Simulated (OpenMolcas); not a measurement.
**How methods differ on CH6O3Sn (SMILES C[Sn](O)(O)O)**

The species is CH6O3Sn (11 atoms), meant as a singlet with charge 0. As SMILES, `C[Sn](O)(O)O`. The coordinates come from a PBE0-D4/def2-TZVP relaxation. This is one conformer, not always the lowest.

Quantity: the vertical ionisation energy (to the doublet cation), in eV. The values are calculated.

```tsv
level	kind	program	value (eV)	CPU time (all runs)
HF/def2-SVP (core potential)	Hartree–Fock	OpenMolcas	10.68	48 s
SVWN5/def2-SVP (core potential)	LDA	OpenMolcas	9.65	2.4 min
BLYP/def2-SVP (core potential)	GGA	OpenMolcas	9.28	3.3 min
TPSS/def2-SVP (core potential)	meta-GGA	OpenMolcas	9.49	4.8 min
B3LYP/def2-SVP (core potential)	global hybrid	OpenMolcas	10.04	2.6 min
M06-2X/def2-SVP (core potential)	hybrid meta-GGA	OpenMolcas	10.77	3.5 min
```

Spin-orbit coupling, which can split open shells on such heavy atoms by tenths of an eV, is left out. The values span 9.28 to 10.77 eV. CPU times are rough (shared hosts, several kinds of processor): they show what a rung costs within a factor of a few.
